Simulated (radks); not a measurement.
Initial-state core-level shifts of the bromine ion Br3+ when its valence configuration changes from [Ar] 3d10 4s2 4p2. Calculated with a radial shooting solver on a logarithmic mesh with Libxc functionals: scalar-relativistic Kohn-Sham, PBE, spin-polarised, spherical densities, finite nucleus; open shells are filled with parallel spins first; Fermi nuclear charge, rms radius 4.1629 fm. Shifts are changes of the shell-averaged eigenvalues in eV (positive: less bound); the change of the density at the nucleus, which sets a Mossbauer isomer shift, is in e/bohr^3, on a base of 4.5e+04.

[
 {"valence": "3d9 4s2 4p3", "1s": "-16.409", "2s": "-18.087", "2p": "-17.972", "3s": "-13.873", "density at nucleus": "+18.546"},
 {"valence": "3d10 4s1 4p3", "1s": "-1.127", "2s": "-1.129", "2p": "-1.113", "3s": "-1.188", "density at nucleus": "-42.531"},
 {"valence": "3d9 4s1 4p4", "1s": "-17.848", "2s": "-19.521", "2p": "-19.391", "3s": "-15.318", "density at nucleus": "-27.762"},
 {"valence": "3d8 4s2 4p4", "1s": "-33.891", "2s": "-37.354", "2p": "-37.133", "3s": "-28.212", "density at nucleus": "+37.958"},
 {"valence": "3d9.5 4s1.5 4p3", "1s": "-8.660", "2s": "-9.486", "2p": "-9.419", "3s": "-7.490", "density at nucleus": "-12.949"},
 {"valence": "3d8.5 4s2 4p3.5", "1s": "-25.068", "2s": "-27.623", "2p": "-27.454", "3s": "-21.030", "density at nucleus": "+28.085"},
 {"valence": "3d9.5 4s1 4p3.5", "1s": "-9.399", "2s": "-10.220", "2p": "-10.147", "3s": "-8.231", "density at nucleus": "-35.319"},
 {"valence": "3d9.5 4s0.5 4p4", "1s": "-10.328", "2s": "-11.128", "2p": "-11.050", "3s": "-9.135", "density at nucleus": "-57.684"},
 {"valence": "3d8.5 4s1 4p4.5", "1s": "-26.463", "2s": "-29.020", "2p": "-28.835", "3s": "-22.434", "density at nucleus": "-19.890"}
]
